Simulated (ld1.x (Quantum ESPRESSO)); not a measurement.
**Mo, PAW: configuration errors across variants**

```json
{"Element": "molybdenum (Mo)", "Generator": "ld1.x (Quantum ESPRESSO) 7.5", "Type": "PAW", "Functional": "revPBE", "Relativity": "scalar-relativistic", "Frozen core": "[Ar] 3d10", "Valence charge": "14", "Reference configuration": "4s2 4p6 4d4 5s2 5p0", "Partial waves": "4s (bound): rcut 1.55, rcutus 2.00 bohr; 5s (bound): rcut 1.55, rcutus 2.00 bohr; 4p (bound): rcut 1.70, rcutus 2.25 bohr; 5p (bound, empty): rcut 1.70, rcutus 2.25 bohr; 4d (bound): rcut 1.65, rcutus 2.00 bohr; 4d channel at 0.35 Ry: rcut 1.65, rcutus 2.00 bohr", "Local potential": "all-electron potential smoothed inside 1.60 bohr (lloc = -1)", "Core correction": "Bessel-smoothed model core inside 1.05 bohr", "Augmentation charge": "BG, radius 1.60 bohr"}
```

All-electron excitation energies from the reference (eV): (1) 4s2 4p6 4d5 5s1 5p0 -0.227; (2) 4s2 4p6 4d5 5s0 5p0 6.545; (3) 4s2 4p6 4d4 5s0 5p0 21.921; (4) 4s2 4p6 4d5 5s0 5p1 2.881; (5) 4s2 4p6 4d4 5s1 5p1 3.523; (6) 4s2 4p6 4d5 5s0.5 5p0 2.448; (7) 4s2 4p6 4d4 5s1 5p0 7.780.

The overlap operator is not positive definite (basis up to 400 Ry) in “base”, “waves 4d (bound): rcut 1.65, rcutus 1.94 bohr; 4d channel at 0.35 Ry: rcut 1.65, rcutus 1.94 bohr”, “wave 4d channel at 0.35 Ry: rcut 1.65, rcutus 2.00 bohr becomes 4d channel at 2.04 Ry: rcut 1.65, rcutus 2.00 bohr”, “waves 4s (bound): rcut 1.28, rcutus 1.36 bohr; 5s (bound): rcut 1.28, rcutus 1.36 bohr”, “augmentation PSQ, inside the norm-conserving radii”. Such files are unfit for use, however small their errors in these radial tests.

4 further variants failed, have other tests or another functional or relativity, and are left out.

Errors AE − PS in meV (a dash: test not solved or not reliable):

| change | (1) | (2) | (3) | (4) | (5) | (6) | (7) | bound ghosts |
| --- | --- | --- | --- | --- | --- | --- | --- | --- |
| base | +188 | +216 | +116 | +146 | +2.0 | +211 | -75 | not determined (overlap not positive) |
| waves 4d (bound): rcut 1.65, rcutus 1.94 bohr; 4d channel at 0.35 Ry: rcut 1.65, rcutus 1.94 bohr | +204 | +232 | +121 | +155 | +2.5 | +228 | -66 | not determined (overlap not positive) |
| wave 4d channel at 0.35 Ry: rcut 1.65, rcutus 2.00 bohr becomes 4d channel at 2.04 Ry: rcut 1.65, rcutus 2.00 bohr | – | – | – | – | – | – | – | not determined (overlap not positive) |
| waves 4s (bound): rcut 1.28, rcutus 1.36 bohr; 5s (bound): rcut 1.28, rcutus 1.36 bohr | +47 | +81 | +8.1 | +32 | – | – | – | not determined (overlap not positive) |
| augmentation PSQ, inside the norm-conserving radii | – | – | – | – | – | – | – | not determined (overlap not positive) |

(1) Give the same row for: waves 4p (bound): rcut 1.70, rcutus 2.80 bohr; 5p (bound): rcut 1.70, rcutus 2.80 bohr.

## Answers

(1) +41, +76, +85, –, –, +59, +29; bound ghosts: none. Not counted: 4s2 4p6 4d5 5s0 5p1 (solver errors, printed error -1.9 eV); 4s2 4p6 4d4 5s1 5p1 (solver errors, printed error -2.2 eV).
